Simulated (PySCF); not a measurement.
PAs3SSSe nortricyclane, As₃PS₂Se.
Bonds: P1–S2, P1–S5, P1–Se7, S2–As3, As3–As4, As3–As6, As4–S5, As4–As6, As6–Se7.

The calculation used PBE0-D3(BJ)/def2-SVP geometry optimisation, gas phase (PySCF).

Task: Give the optimised bond lengths and angles.

Result: 
| bond | length (Å) |
| --- | --- |
| P1–S2, P1–S5 | 2.105 |
| P1–Se7 | 2.256 |
| S2–As3, As4–S5 | 2.240 |
| As3–As4 | 2.478 |
| As3–As6, As4–As6 | 2.475 |
| As6–Se7 | 2.354 |

Bonds in one row agree within 0.01 Å and their mean is given. A selection of angles:
| angle | degrees |
| --- | --- |
| S2–P1–S5 | 101.9 |
| S2–P1–Se7 | 102.1 |
| P1–S2–As3 | 105.2 |
| S2–As3–As4 | 100.3 |
| S2–As3–As6 | 101.8 |
| As4–As3–As6 | 60.0 |
| As3–As6–As4 | 60.1 |
| As3–As6–Se7 | 101.3 |
| P1–Se7–As6 | 100.0 |

Torsions: S5–P1–S2–As3 51° (synclinal); S2–P1–S5–As4 -51° (synclinal); S2–P1–Se7–As6 52° (synclinal); P1–S2–As3–As4 -30°; S2–As3–As4–S5 0° (synperiplanar); S2–As3–As6–As4 -95° (anticlinal); As3–As4–S5–P1 30°; As3–As6–Se7–P1 -30°.

All 3 As–As bonds measure 2.474 to 2.478 Å. As3 (arsenic bonded to 2 As and S) is pyramidal (angles 101.8°, 100.3° and 60.0°, sum 262.0°, 1.37 Å off the plane of its three neighbours). Se7 (selenium bonded to As and P) is bent (angle 100.0°). P1 (phosphorus bonded to 2 S and Se) is pyramidal (angles 102.1°, 101.9° and 101.6°, sum 305.7°, 0.95 Å off the plane of its three neighbours). As6 (arsenic bonded to 2 As and Se) is pyramidal (angles 101.3°, 100.9° and 60.1°, sum 262.2°, 1.40 Å off the plane of its three neighbours).

Point group: Cs (tolerance 0.08 Å). PBE0-D3(BJ)/def2-SVP frequencies: not computed here. The numbers are those of one conformer.
